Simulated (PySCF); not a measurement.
Computed properties of CF3, SMILES F[C+](F)F, charge +1

CF3, SMILES F[C+](F)F, charge +1. Coordinates come from a B3LYP-D3(BJ)/def2-TZVP optimisation. Other conformers were not sampled. All values are computed for the isolated molecule unless a solvent is named; none is compared with measurement here.

**Structure.** The optimised structure has D3h symmetry. All 6 harmonic modes at B3LYP-D3(BJ)/def2-TZVP (PySCF) are real, so it is a minimum. With heavy atoms numbered as in [C+:1]([F:2])([F:3])[F:4], the shortest bond between them is C1–F2 at 1.236 Å and the longest C1–F4 at 1.236 Å.

**Vibrations.** The strongest infrared lines (harmonic, unscaled, degenerate partners summed) lie at 1660 cm⁻¹ (876 km/mol, C 74 %, F 26 %), 798 cm⁻¹ (63 km/mol, C 83 %, F 17 %), 587 cm⁻¹ (24 km/mol, F 91 %, C 9 %). The softest mode is at 587 cm⁻¹ and the zero-point energy is 9.1 kcal/mol.

**Electronic structure.** HF/def2-TZVPD (PySCF) places the frontier levels at -28.00 and -5.55 eV, a gap of 22.45 eV and a mean polarisability of 12.0 bohr³. PBE/def2-TZVPD (PySCF) at the same geometry gives -19.45 and -11.67 eV, so its gap is 14.67 eV narrower. An orbital gap is neither the optical nor the fundamental gap.

**Excitations.** TDA-M06-2X/def2-SVPD (PySCF) has S1 at 8.99 eV (138 nm, f = 0.000, dark); the most intense of the 10 singlets computed lies at 11.57 eV (f = 0.31). Strengths of degenerate partners are summed. T1 (TDA) is at 8.70 eV, 0.29 eV under S1. TDA-PBE/def2-SVPD (PySCF) puts S1 at 7.83 eV. No vertical singlet excitation falls in the visible range (under 3.1 eV).

**NMR.** GIAO shifts at HF/pcSseg-2 (PySCF) (non-relativistic, atoms alike by connectivity averaged): ¹³C at 163.7 ppm against TMS; ¹⁹F at 66.9 ppm against CFCl3.

**Solvation.** SMD-M06-2X/6-31G* (PySCF) gives -71.6 kcal/mol in water, -63.8 kcal/mol in tetrahydrofuran, -72.1 kcal/mol in N,N-dimethylformamide (1 M in both phases, gas-phase geometry); of these solvents N,N-dimethylformamide holds the molecule best.
